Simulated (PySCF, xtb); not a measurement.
HIPbS, SMILES [SH][Pb][I] (connectivity only; charge and spin as stated), neutral, multiplicity 1. Other conformers were not sampled.

Harmonic wavenumbers (cm⁻¹) from GFN2-xTB run with xtb at its own minimum, in rising order: 73, 193, 278, 288, 589, 2461.

**Question.** What does r2SCAN-D4/def2-SVP (PySCF) give at its own minimum? (An estimate is asked for; the answer gives what the named calculation found.)

**Answer.** 73, 165, 299, 306, 612, 2671. Paired by order, the mean absolute difference is 50 cm⁻¹ and the zero-point energies are 5.5 and 5.9 kcal/mol.
